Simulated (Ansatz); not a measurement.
System: trihydroxy(propan-2-yl)silane, C₃H₁₀O₃Si (charge 0, singlet). 
Coordinates optimised at B3LYP-D3(BJ)/def2-TZVP (Ansatz, an electronic-structure program):
SMILES: CC(C)[Si](O)(O)O
```xyz
17

C     -1.1894     1.7328    -0.8032
C     -1.1859     0.3339    -0.1699
C     -1.8312    -0.6961    -1.1083
Si     0.5281    -0.1845     0.3602
O      1.4106    -0.2422    -1.0338
O      1.1964     0.8307     1.4665
O      0.5495    -1.6194     1.1613
H     -0.5813     1.7544    -1.7100
H     -0.8002     2.4909    -0.1194
H     -2.2043     2.0336    -1.0770
H     -1.7777     0.3747     0.7522
H     -2.8450    -0.3917    -1.3821
H     -1.2560    -0.8010    -2.0305
H     -1.9040    -1.6824    -0.6437
H      2.3324    -0.5053    -0.9665
H      1.3801     1.7294     1.1855
H      0.2494    -2.3958     0.6841
```

Dipole moments at this geometry, in debye (magnitudes).

```tsv
level	program	dipole (D)
SVWN5/def2-TZVPD	Ansatz	1.44
PBE/def2-TZVPD	Ansatz	1.39
BLYP/def2-TZVPD	Ansatz	1.39
revPBE/def2-TZVPD	Ansatz	1.37
B97M-V/def2-TZVPD	Ansatz	1.39
PBE0/def2-TZVPD	Ansatz	1.46
BHLYP/def2-TZVPD	Ansatz	1.53
r2SCANh/def2-TZVPD	Ansatz	1.44
r2SCAN0/def2-TZVPD	Ansatz	1.48
HSE06/def2-TZVPD	Ansatz	(withheld)
wB97M-V/def2-TZVPD	Ansatz	1.46
wB97X-V/def2-TZVPD	Ansatz	1.48
CCSD(T)/aug-cc-pV(D+d)Z	Ansatz	(withheld)
```

### Question
Complete the blanks.

### Answer

- HSE06/def2-TZVPD, dipole (D): 1.45
- CCSD(T)/aug-cc-pV(D+d)Z, dipole (D): 1.43
